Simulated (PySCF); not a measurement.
First SCF of a structure search on quartet Ag₃, at a hand-made equilateral triangle geometry. PySCF input:

```python
from pyscf import gto, scf, dft
mol = gto.M(atom='''
Ag     0.739000    -1.279990     0.000000
Ag    -1.478010    -0.000010     0.000000
Ag     0.739010     1.279990     0.000000''',
    basis={'Ag': 'def2-TZVP'},
    ecp={'Ag': 'def2-TZVP'},
    charge=0, spin=3)
mf = dft.UKS(mol, xc='PBE')
mf.grids.atom_grid = (50, 194)
aux = {'Ag': 'def2-universal-JKFIT'}
mf = mf.density_fit(auxbasis=aux)
mf.conv_tol = 1e-08
mf.diis_space = 10
mf.max_cycle = 60
mf.init_guess = 'huckel'
mf.verbose = 4
mf.kernel()
```

Excerpt of the output (cycles alone):

```
init E= -440.723346199237
cycle= 1 E= -440.749368301326  delta_E= -0.026  |g|= 0.758  |ddm|= 2.63
cycle= 2 E= -440.451929530103  delta_E= 0.297  |g|= 1.33  |ddm|= 2.03
cycle= 3 E= -440.933913318509  delta_E= -0.482  |g|= 0.166  |ddm|= 0.976
cycle= 4 E= -440.942276750962  delta_E= -0.00836  |g|= 0.0846  |ddm|= 0.252
cycle= 5 E= -440.944503580218  delta_E= -0.00223  |g|= 0.00646  |ddm|= 0.0954
cycle= 6 E= -440.944524690104  delta_E= -2.11e-05  |g|= 0.00171  |ddm|= 0.0113
cycle= 7 E= -440.944524486447  delta_E= 2.04e-07  |g|= 0.00214  |ddm|= 0.00527
cycle= 8 E= -440.944526075522  delta_E= -1.59e-06  |g|= 0.0011  |ddm|= 0.00417
cycle= 9 E= -440.944526641603  delta_E= -5.66e-07  |g|= 5e-05  |ddm|= 0.00167
cycle= 10 E= -440.94452664326  delta_E= -1.66e-09  |g|= 9.98e-06  |ddm|= 0.000128
Extra cycle  E= -440.944526642985  delta_E= 2.74e-10  |g|= 2.58e-05  |ddm|= 5.55e-05
converged SCF energy = -440.944526642985  <S^2> = 3.7546628  2S+1 = 4.0023307
```

No lower solution of this spin was found from smeared starts or by a stability analysis within the unrestricted form.

Open d and f shells are described by one determinant, and the ground state may have another occupation or spin.

The search for the lowest solution, 3 starts and the stability check together, took 18 s on 4 threads of a shared Arm Neoverse V1 host, with 120 basis functions; the process peaked at 0.43 GiB. Launch command: `OMP_NUM_THREADS=4 python axn.py task.json out`.
